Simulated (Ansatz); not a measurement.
Basis-set extrapolation for C2H4BFO, SMILES `C=C(O)BF` (PBE0-D4/def2-TZVP geometry, frozen core, Ansatz 0.2.0). Multiplicity 1, RHF reference.

```
                      def2-TZVPP   def2-QZVPP
                 HF  -277.201723  -277.214377
    MP2 correlation    -0.900880    -0.971580
CCSD(T) correlation    -0.961467      not run
```

Energies in hartree. Use E(X) = E(∞) + A·exp(−7.88·√X) for Hartree–Fock and E(X) = E(∞) + B·X^(−2.97) for correlation, with X = 3 and 4, and add CCSD(T) minus MP2 of the smaller set to the MP2 limit.

Question: What is the CCSD(T) energy at the basis-set limit?

Answer: HF limit: -277.214377 + (-0.012654) × 0.13774 = -277.21612. MP2 limit: -0.971580 + (-0.070700) × 0.74074 = -1.02395. Higher-order term: -0.961467 − (-0.900880) = -0.06059. Total: -278.30066 hartree, 360.9 kJ/mol below CCSD(T)/def2-TZVPP.
